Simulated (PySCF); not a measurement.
C5H10N2Si.
Atom-mapped SMILES: `[CH:1]#[C:2][Si@H:3]1[NH:4][CH2:5][CH2:6][N:7]1[CH3:8]` (hydrogens: H9 on C1; H10 on Si3; H11 on N4; H12, H13 on C5; H14, H15 on C6; H16, H17, H18 on C8)

Theory: PySCF 2.14.0, PBE0-D3(BJ)/def2-SVP geometry optimisation, gas phase.

What internal coordinates does the optimisation give?

```json
{"bond": "C1≡C2", "length (pm)": "121.8", "order": "triple"}
{"bond": "C2–Si3", "length (pm)": "184.6", "order": "single"}
{"bond": "Si3–N4", "length (pm)": "173.1", "order": "single"}
{"bond": "N4–C5", "length (pm)": "145.5", "order": "single"}
{"bond": "C5–C6", "length (pm)": "152.9", "order": "single"}
{"bond": "C6–N7", "length (pm)": "144.8", "order": "single"}
{"bond": "N7–C8", "length (pm)": "143.3", "order": "single"}
{"bond": "Si3–N7", "length (pm)": "173.1", "order": "single"}
{"bond": "C1–H9", "length (pm)": "107.6", "order": "single"}
{"bond": "Si3–H10", "length (pm)": "149.4", "order": "single"}
{"bond": "N4–H11", "length (pm)": "101.2", "order": "single"}
{"bond": "C5–H12", "length (pm)": "110.3", "order": "single"}
{"bond": "C5–H13", "length (pm)": "110.9", "order": "single"}
{"bond": "C6–H14", "length (pm)": "111.2", "order": "single"}
{"bond": "C6–H15", "length (pm)": "110.6", "order": "single"}
{"bond": "C8–H16, C8–H18", "length (pm)": "110.3", "order": "single"}
{"bond": "C8–H17", "length (pm)": "111.0", "order": "single"}
```

Bonds in one row agree within 1 pm and their mean is given. Orders are formal, as drawn. A selection of angles:
```json
{"angle": "C1–C2–Si3", "degrees": "179.4"}
{"angle": "C2–Si3–N4", "degrees": "116.2"}
{"angle": "C2–Si3–N7", "degrees": "111.6"}
{"angle": "N4–Si3–N7", "degrees": "93.5"}
{"angle": "Si3–N4–C5", "degrees": "110.1"}
{"angle": "N4–C5–C6", "degrees": "106.2"}
{"angle": "C5–C6–N7", "degrees": "107.1"}
{"angle": "C6–N7–C8", "degrees": "117.8"}
{"angle": "Si3–N7–C6", "degrees": "110.7"}
{"angle": "Si3–N7–C8", "degrees": "127.8"}
{"angle": "H11–N4–Si3", "degrees": "123.9"}
{"angle": "H11–N4–C5", "degrees": "115.8"}
```

Dihedral angles: C2–Si3–N4–C5 101° (anticlinal); Si3–N4–C5–C6 32° (synclinal); N4–C5–C6–N7 -37° (synclinal); C5–C6–N7–C8 -173° (antiperiplanar); C2–Si3–N7–C6 -128° (anticlinal).

The 5-membered ring Si3–N4–C5–C6–N7 has internal angles of 93.5° to 110.7° (sum 528°, against 540° for a flat polygon); it is puckered, 0.15 Å rms from its mean plane, widest ring torsion 37°. N7 (silicon-bound nitrogen) is almost planar (angles 127.8°, 117.8° and 110.7°, sum 356.3°, 0.17 Å off the plane of its three neighbours). The C–C distances run from 1.218 Å (C1≡C2, drawn triple) to 1.529 Å (C5–C6, drawn single), a spread of 0.311 Å. The 3 C–N bonds span 1.433 Å (N7–C8, drawn single) to 1.455 Å (N4–C5, drawn single), a spread of 0.022 Å. N4 (silicon-bound nitrogen) has angles 123.9°, 115.8° and 110.1°, sum 349.8°, 0.25 Å off the plane of its three neighbours. Si3 (SiH silicon) has angles from 93.5° to 117.1°.

Point group: C1 (no symmetry element, even within 0.4 Å). No PBE0-D3(BJ)/def2-SVP frequencies stand behind this structure, so it isn't proved a minimum. One conformer, not necessarily the lowest.
